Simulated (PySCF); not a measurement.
## Ionising NaI

PBE0; Na aug-cc-pVDZ, I aug-cc-pVDZ-PP with ECP28; scalar-relativistic core potentials (PySCF 2.14). Neutral (UKS): singlet (closed shell), Re = 2.736 Å, ωe = 250 cm⁻¹, De = 3.23 eV, HOMO -5.89 eV, LUMO -1.88 eV.

NaI⁺ (UKS): doublet (π ↑), Re = 3.129 Å, ωe = 132 cm⁻¹, De = 0.46 eV to Na⁺ + I. The energies at the minima are -457.98361 hartree for NaI and -457.68801 for NaI⁺.

(1) Work out the adiabatic ionisation energy, without and with harmonic zero-point energies (1 hartree = 27.2114 eV, 1 eV = 8065.5 cm⁻¹), and the change of the bond length.

NaI⁻ (UKS): doublet (σ ↑), Re = 2.949 Å, ωe = 169 cm⁻¹, De = 0.92 eV to Na + I⁻. The energies at the minima are -457.98361 hartree for NaI and -458.01988 for NaI⁻.

(2) Work out the adiabatic electron affinity, without and with harmonic zero-point energies (1 hartree = 27.2114 eV, 1 eV = 8065.5 cm⁻¹), and the change of the bond length.

Weak bonds: NaI⁺. Basis-set superposition, not corrected here, can be much of De in a small basis, most of all at correlated wavefunction levels. These are scalar-relativistic numbers at best; spin–orbit coupling would shift them, the dissociation energy most. For an ion De counts to the pair picked by the measured ionisation energies or electron affinities, which need not be the lowest pair at this level. The highest Kohn–Sham level is positive in this anion. Much of that is self-interaction error, but it also means that the finite basis helps to hold the extra electron. States were picked by a PBE0 search and need not be the measured ground states.

## Answers

(1) At PBE0: 0.29560 hartree = 8.044 eV between the minima; the zero-point term (132.0 − 250.0)/2 cm⁻¹ = -0.007 eV makes it 8.036 eV. Re changes by +39.3 pm against the neutral. Minus the HOMO energy is 5.89 eV, -2.15 eV from the value between the minima; self-interaction puts the Kohn–Sham level too high, less so with exact exchange. The electron leaves a π orbital, and the ion is left as a loose complex of an ion and an atom.

(2) At PBE0: 0.03627 hartree = 0.987 eV between the minima; the zero-point term (250.0 − 169.0)/2 cm⁻¹ = +0.005 eV makes it 0.992 eV. Re changes by +21.3 pm against the neutral. The electron enters a σ orbital; in so polar a molecule the change of length follows mostly from the change of the ionic charges.
